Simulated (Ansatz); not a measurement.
Correlation energies of C2H9NSi2 (`CC1[SiH2]N1[SiH3]`) by basis set

```json
{"atom": "C1", "x (Å)": "-1.495", "y (Å)": "1.181", "z (Å)": "0.235"}
{"atom": "C2", "x (Å)": "-0.463", "y (Å)": "0.212", "z (Å)": "0.746"}
{"atom": "Si3", "x (Å)": "-0.546", "y (Å)": "-1.613", "z (Å)": "0.555"}
{"atom": "N4", "x (Å)": "0.382", "y (Å)": "-0.461", "z (Å)": "-0.289"}
{"atom": "Si5", "x (Å)": "1.870", "y (Å)": "0.034", "z (Å)": "-0.967"}
{"atom": "H6", "x (Å)": "-2.077", "y (Å)": "0.747", "z (Å)": "-0.580"}
{"atom": "H7", "x (Å)": "-2.183", "y (Å)": "1.465", "z (Å)": "1.035"}
{"atom": "H8", "x (Å)": "-1.024", "y (Å)": "2.095", "z (Å)": "-0.142"}
{"atom": "H9", "x (Å)": "0.108", "y (Å)": "0.591", "z (Å)": "1.597"}
{"atom": "H10", "x (Å)": "0.119", "y (Å)": "-2.522", "z (Å)": "1.518"}
{"atom": "H11", "x (Å)": "-1.656", "y (Å)": "-2.270", "z (Å)": "-0.173"}
{"atom": "H12", "x (Å)": "1.696", "y (Å)": "1.249", "z (Å)": "-1.811"}
{"atom": "H13", "x (Å)": "2.880", "y (Å)": "0.370", "z (Å)": "0.080"}
{"atom": "H14", "x (Å)": "2.391", "y (Å)": "-1.079", "z (Å)": "-1.803"}
```

Charge 0, multiplicity 1. The structure was optimised at the PBE0-D4/def2-TZVP level. Frozen core, restricted reference, Ansatz. CBS rows extrapolate triple and quadruple zeta; past MP2 they add the triple-zeta difference.

| basis | HF (Eh) | MP2 corr. | CCSD corr. | (T) | CCSD(T) total |
| --- | --- | --- | --- | --- | --- |
| def2-TZVPP | -713.35235 | ? | ? | -0.03497 | ? |
| def2-QZVPP | -713.37747 | ? | – | – | – |
| CBS(def2) | -713.38093 | -0.89347 | ? | as TZ | ? |

(1) Fill in the withheld values. (Best estimate.)

## Answers

(1) The calculation gave: def2-TZVPP MP2 corr.: -0.79945; def2-TZVPP CCSD corr.: -0.85643; def2-TZVPP CCSD(T) total: -714.24375; def2-QZVPP MP2 corr.: -0.85346; CBS(def2) CCSD corr.: -0.95045; CBS(def2) CCSD(T) total: -714.36635.
